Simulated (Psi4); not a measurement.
ClHg (SMILES [Cl][Hg]), doublet, at a GFN2-xTB geometry (such geometries of metal compounds can be far from the true shape) (the spin is typed, not shown lowest) (core potentials on Hg), atoms displaced at random by about 0.08 Å a coordinate; PBE0/def2-SVP, gradient in Psi4.

Input for Psi4:
```
memory 2 GB

molecule mol {
0 2
  Hg    0.019499    0.002698   -0.437514
  Cl   -0.119065   -0.092435    2.079175
symmetry c1
no_reorient
no_com
}

set basis def2-svp
set reference uks

gradient('pbe0')
print_variables()
```

What the program printed (banner, timings and long lists left out):

```
gradient() will perform analytic gradient computation.

   => Loading Basis Set <=

    Name: DEF2-SVP
    Role: ORBITAL
    Keyword: BASIS

    !!!  WARNING: ECP capability is in beta. Please check occupations closely.  !!!

         ---------------------------------------------------------
                                   SCF
               by Justin Turney, Rob Parrish, Andy Simmonett
                          and Daniel G. A. Smith
                              UKS Reference
         ---------------------------------------------------------

  ==> Geometry <==

    Molecular point group: c1
    Full point group: C1

    Geometry (in Angstrom), charge = 0, multiplicity = 2:

       Center              X                  Y                   Z               Mass
    ------------   -----------------  -----------------  -----------------  -----------------
         HG           0.019499000000     0.002698000000    -0.437514000000   201.970643400000
         CL          -0.119065000000    -0.092435000000     2.079175000000    34.968852682000

  Running in c1 symmetry.

  Rotational constants: A =    337.36231  B =      0.08842  C =      0.08840 [cm^-1]
  Rotational constants: A = 10113867.68093  B =   2650.77946  C =   2650.08489 [MHz]
  Nuclear repulsion =   71.331952538860193

  Charge       = 0
  Multiplicity = 2
  Electrons    = 37
  Nalpha       = 19
  Nbeta        = 18

  ==> Algorithm <==

  SCF Algorithm Type is DF.
  DIIS enabled.
  MOM disabled.
  Fractional occupation disabled.
  Guess Type is SAD.
  Energy threshold   = 1.00e-08
  Density threshold  = 1.00e-08
  Integral threshold = 1.00e-12

  ==> Primary Basis <==

  Basis Set: DEF2-SVP
    Blend: DEF2-SVP
    Number of shells: 20
    Number of basis functions: 50
    Number of Cartesian functions: 56
    Spherical Harmonics?: true
    Max angular momentum: 3

  Core potential: DEF2-SVP
    Number of shells: 4
    Number of ECP primitives: 10
    Number of ECP core electrons: 60
    Max angular momentum: 3

  ==> DFT Potential <==

   => LibXC <=

    Version 7.1.2
    S. Lehtola, C. Steigemann, M. J. T. Oliveira, and M. A. L. Marques,  SoftwareX 7, 1–5 (2018) (10.1016/j.softx.2017.11.002)

   => Composite Functional: PBE0 <=

    PBE0 Hyb-GGA Exchange-Correlation Functional

    C. Adamo and V. Barone,  J. Chem. Phys. 110, 6158 (1999) (10.1063/1.478522)
    M. Ernzerhof and G. E. Scuseria,  J. Chem. Phys. 110, 5029 (1999) (10.1063/1.478401)

    Deriv               =              1
[...]
  @DF-UKS Final Energy:  -613.38502194805073
    Total Energy =                       -613.3850219480508486
[...]
    J tasked:                  Yes
    K tasked:                  Yes
    wK tasked:                  No
    Integrals threads:           1
    Schwarz Cutoff:          1E-12
    Fitting Condition:       1E-10

   => Auxiliary Basis Set <=

  Basis Set: (DEF2-SVP AUX)
    Blend: DEF2-UNIVERSAL-JKFIT
    Number of shells: 89
    Number of basis functions: 375
    Number of Cartesian functions: 520
    Spherical Harmonics?: true
    Max angular momentum: 6

  ==> DFT Potential <==

   => LibXC <=

    Version 7.1.2
    S. Lehtola, C. Steigemann, M. J. T. Oliveira, and M. A. L. Marques,  SoftwareX 7, 1–5 (2018) (10.1016/j.softx.2017.11.002)

   => Composite Functional: PBE0 <=

    PBE0 Hyb-GGA Exchange-Correlation Functional

    C. Adamo and V. Barone,  J. Chem. Phys. 110, 6158 (1999) (10.1063/1.478522)
    M. Ernzerhof and G. E. Scuseria,  J. Chem. Phys. 110, 5029 (1999) (10.1063/1.478401)

    Deriv               =              1
    GGA                 =           TRUE
    Meta                =          FALSE

    Exchange Hybrid     =           TRUE
    MP2 Hybrid          =          FALSE

   => Exchange Functionals <=

    0.7500   Perdew, Burke & Ernzerhof

   => Exact (HF) Exchange <=

    0.2500               HF

   => Correlation Functionals <=

    1.0000   Perdew, Burke & Ernzerhof

   => LibXC Density Thresholds  <==

    XC_HYB_GGA_XC_PBEH:  1.00E-15

   => Molecular Quadrature <=

    Radial Scheme          =       TREUTLER
    Pruning Scheme         =           NONE
    Nuclear Scheme         =       TREUTLER

    Blocking Scheme        =         OCTREE
    BS radius alpha        =              1
    Pruning alpha          =              1
    Radial Points          =             75
    Spherical Points       =            302
    Total Points           =          41865
    Total Blocks           =            401
    Max Points             =            254
    Max Functions          =             50
    Weights Tolerance      =       1.00E-15

  -Total Gradient:
     Atom            X                  Y                   Z
    ------   -----------------  -----------------  -----------------
       1        0.000440967785     0.000302741434    -0.008008846023
       2       -0.000439356358    -0.000301635084     0.007979578197

  Variable Map:
  ----------------------------------------------------------------------------
[...]
  Array Variable Map:
  ----------------------------------------------------------------------------
[...]
[...]
```
